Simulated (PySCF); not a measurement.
C₂H₅Be, SMILES [Be+][CH2]C, charge +1. The structure is a stationary point at PBE0-D3(BJ)/def2-TZVP. The multiplicity is an assumed one; other spin states were not compared. The isomer is the one that the SMILES or the coordinates give; other isomers of the formula were not compared.

Computed equilibrium geometry at PBE0-D3(BJ)/def2-TZVP (PySCF confirms it by a frequency run) as a Z-matrix, and its point group:
point group Cs.
```
C
H 1 1.0987
H 1 1.0987 2 107.00
C 1 1.5274 2 112.57 3 -124.18
H 4 1.0897 1 112.47 2 -57.85
H 4 1.0897 5 108.79 1 125.28
H 4 1.0938 5 107.50 6 116.13
Be 1 1.6843 2 103.77 3 109.35
```
Charge +1, spin multiplicity 1.
